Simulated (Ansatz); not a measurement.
Mulliken charges of AlFH₅NSi, SMILES `[NH2][Al]([F])[SiH3]` from B3LYP/def2-TZVPP in Ansatz (PBE0-D4/def2-TZVP geometry).

```
atom   x (Å)   y (Å)   z (Å)  charge (e)
  N1   0.590   1.791  -0.738      -0.407
 Al2   0.767   0.060  -0.479       0.643
  F3   2.096  -0.669  -1.142      -0.369
 Si4  -0.838  -1.266   0.786       0.033
  H5  -0.175   2.341  -0.383       0.133
  H6   1.230   2.371  -1.256       0.137
  H7  -1.458  -2.320  -0.065      -0.054
  H8  -0.188  -1.944   1.942      -0.054
  H9  -1.935  -0.409   1.318      -0.062
```

**Question.** By hand: the dipole of these point charges (1 e Å = 4.8032 D).

**Answer.** Σ q r = (-0.194, 0.407, 0.034) e Å, of length 0.452 e Å = 2.17 D.

**Question.** How does the dipole of the full density compare? (Estimate.)

**Answer.** Computed: (-0.216, 0.381, 0.053) e Å, 2.12 D; the point charges give 1.02 times that, at 5° from its direction.

Point charges leave out the atoms' own dipoles, such as those of lone pairs, and Mulliken's split depends on the basis, so the close match here is no proof of good charges.

B3LYP here is the variant with VWN-RPA as its local correlation; programs differ in this.
